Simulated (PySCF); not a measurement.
Where the electron goes

Species: 1-chloropropan-2-yl acetate, C5H9ClO2.
Numbering: `[CH3:1][C:2](=[O:3])[O:4][C@H:5]([CH3:6])[CH2:7][Cl:8]` (hydrogens: H9, H10, H11 on C1; H12 on C5; H13, H14, H15 on C6; H16, H17 on C7)

The calculation used TDDFT CAM-B3LYP/def2-SVPD, vertical, gas phase, core orbitals frozen in the response in PySCF. Isolated species at its GFN2-xTB geometry (one conformer only). Torsions of this conformer, `[CH3:1][C:2](=[O:3])[O:4][C@H:5]([CH3:6])[CH2:7][Cl:8]`: C1–C2–O4–C5 180°, C2–O4–C5–C6 -161°, O4–C5–C7–Cl8 60°.

Kohn–Sham orbitals with the atoms that hold most of them (Löwdin shares over 4%, at most four atoms; ? is withheld):

```
orbital  ε (eV)                            atoms
 LUMO+2    1.48    Cl8 45%, C7 12%, O3 8%, C2 7%
 LUMO+1    1.23  C2 29%, O3 23%, Cl8 11%, O4 10%
   LUMO       ?                                ?
   HOMO   -9.63                                ?
 HOMO-1   -9.97    Cl8 55%, O3 17%, C7 9%, O4 5%
 HOMO-2   -9.99           Cl8 68%, C7 12%, C5 6%
 HOMO-3  -10.65   O4 37%, O3 23%, Cl8 15%, C2 6%
```

**Question.** Give the leading atoms of the LUMO.

**Answer.** C2 (bonded to C and 2 O) 12%; Cl8 (bonded to C) 11%; C1 (bonded to C and 3 H) 10%; C6 (bonded to C and 3 H) 10%. By element: carbon 32% or more, chlorine 11%.

**Question.** Which atoms hold the HOMO, and with what shares?

**Answer.** O3 (bonded to C) 50%; Cl8 (bonded to C) 16%; O4 (bonded to 2 C) 9%; C1 (bonded to C and 3 H) 7%. By element: oxygen 59%, chlorine 16%, carbon 7% or more.

**Question.** What is the LUMO energy, and the HOMO–LUMO gap?

**Answer.** ε(LUMO) = 1.10 eV; the gap is 10.73 eV (0.3944 hartree).

**Question.** How does S1 compare with the orbital gap of 10.73 eV?

**Answer.** S1 is at 5.97 eV (f = 0.0009), 4.77 eV below the gap, made of HOMO→LUMO+1 (61%), HOMO-1→LUMO+1 (14%), HOMO→LUMO+2 (12%). Its leading pair isn't HOMO and LUMO; the energies of that pair differ by 10.87 eV. 

Next come S2 at 7.44 eV (f 0.0029), HOMO-1→LUMO+2 (34%), HOMO-1→LUMO+1 (17%), HOMO→LUMO+2 (15%); S3 at 7.54 eV (f 0.0073), HOMO-2→LUMO+2 (49%), HOMO-2→LUMO+1 (21%); S4 at 7.84 eV (f 0.018), HOMO→LUMO (72%); S5 at 8.16 eV (f 0.123), HOMO-1→LUMO (29%), HOMO-3→LUMO+1 (23%), HOMO-1→LUMO+1 (9%).
